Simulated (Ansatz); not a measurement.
Mulliken charges of `C1[SiH2]CS1` from ωB97M-V/def2-TZVPP in Ansatz (PBE0-D4/def2-TZVP geometry).

| atom | x (Å) | y (Å) | z (Å) | charge (e) |
| --- | --- | --- | --- | --- |
| C1 | -1.120 | 0.379 | -0.678 | -0.353 |
| Si2 | 0.037 | -0.937 | 0.005 | 0.271 |
| C3 | 1.080 | 0.455 | 0.721 | -0.353 |
| S4 | 0.202 | 1.616 | -0.393 | -0.050 |
| H5 | -1.391 | 0.304 | -1.730 | 0.135 |
| H6 | -2.008 | 0.597 | -0.084 | 0.138 |
| H7 | 0.753 | -1.654 | -1.081 | -0.024 |
| H8 | -0.529 | -1.939 | 0.952 | -0.038 |
| H9 | 2.151 | 0.427 | 0.522 | 0.135 |
| H10 | 0.908 | 0.699 | 1.770 | 0.138 |

**Question.** By hand: the dipole of these point charges (1 e Å = 4.8032 D).

**Answer.** Σ q r = (-0.033, -0.238, 0.065) e Å, of length 0.249 e Å = 1.20 D.

**Question.** How does the dipole of the full density compare? (An estimate is asked.)

**Answer.** The calculation gave: (-0.062, -0.236, 0.110) e Å, 1.29 D; the point charges give 0.93 times that, at 11° from its direction.

Point charges leave out the atoms' own dipoles, such as those of lone pairs, and Mulliken's split depends on the basis, so the close match here is no proof of good charges.
